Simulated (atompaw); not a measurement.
Ranking PAW (atompaw) potentials for neon (Ne)

All share these settings but for the change named:

neon, PAW, made with atompaw 4.2.0.5 (LDA (PW92), non-relativistic). Core [He], reference 2s2 2p4 (charge +2). Waves: 2s (bound): rc 0.60 bohr; 2s channel at -2.85 Ry: rc 0.60 bohr; 2p (bound): rc 1.00 bohr; 2p channel at -2.3 Ry: rc 1.00 bohr; 3d channel at 0.05 Ry: rc 1.00 bohr. Local part: troulliermartins scheme with l = 3 at 0 Ry, radius 1.00 bohr. Core correction: smooth core density matched at 0.95 bohr. Augmentation charge: besselshape compensation charge, radius 0.85 bohr; PAW radius 1.00 bohr; waves and projectors: custom polynom gramschmidtortho.

Cutoff: the first of the cutoffs (Ry, on a coarse ladder) from which the occupation-weighted sum of valence levels, in a spherical-Bessel basis at the reference potential, stays within 10 and 1 mRy of its value at 400 Ry; the density cutoff is not measured.

The base gives 140 Ry.

Of 9 variants that were run, those that failed, showed a ghost or another fault, or gave nearly equal values are left out.

A variant can come out equal or close to the base.

Rank these variants from softest to hardest (loose cutoff).
A. wave 2p (bound): rc 1.00 bohr becomes 2p (bound): rc 0.54 bohr
B. wave 2p (bound): rc 1.00 bohr becomes 2p (bound): rc 0.60 bohr
C. wave 2p (bound): rc 1.00 bohr becomes 2p (bound): rc 0.86 bohr

C (140 Ry), B (180 Ry), A (230 Ry).
